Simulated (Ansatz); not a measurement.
Reaction (SMILES): F[Si](F)(F)[Si](F)(F)F → 2 F[Si](F)F (the Si-Si bond at the site shown breaks; other sites are not compared here)
Each molecule is optimised on its own at B3LYP-D3(BJ)/def2-TZVP (Ansatz, a quantum-chemistry and plane-wave program), one conformer each, not searched for the lowest.
Geometry of the first species:
```
Si
F 1 1.5800
F 1 1.5800 2 108.31
F 1 1.5800 2 108.31 3 -117.27
Si 1 2.3308 2 110.60 3 121.36
F 5 1.5800 1 110.60 2 59.54
F 5 1.5800 6 108.31 1 121.36
F 5 1.5800 6 108.31 7 117.27
```
Charge 0, spin multiplicity 1.

Quantity: bond dissociation energy (electronic energy difference), in kJ/mol. Valence correlation only, unless marked. Open shells are spin-unrestricted. No spin-orbit coupling. No relativistic terms. Basis-set limits of correlation are two-point, X^-3; Hartree-Fock from the larger set. The bracket is a focal-point correction in the basis named.

| level | program | bond dissociation energy (kJ/mol) |
|---|---|---|
| HF/cc-pV(D+d)Z | Ansatz | 287.7 |
| HF/cc-pV(T+d)Z | Ansatz | 280.8 |
| RI-HF/cc-pV(Q+d)Z | Ansatz | 275.9 |
| BLYP/def2-TZVPD | Ansatz | 316.2 |

### Question
What does RI-MP2/CBS(cc-pV(T+d)Z,cc-pV(Q+d)Z)+[CCSD(T)-MP2]/cc-pV(T+d)Z (Ansatz) give?

### Answer
372.6 kJ/mol, so BLYP/def2-TZVPD differs from it by -56.4 kJ/mol.
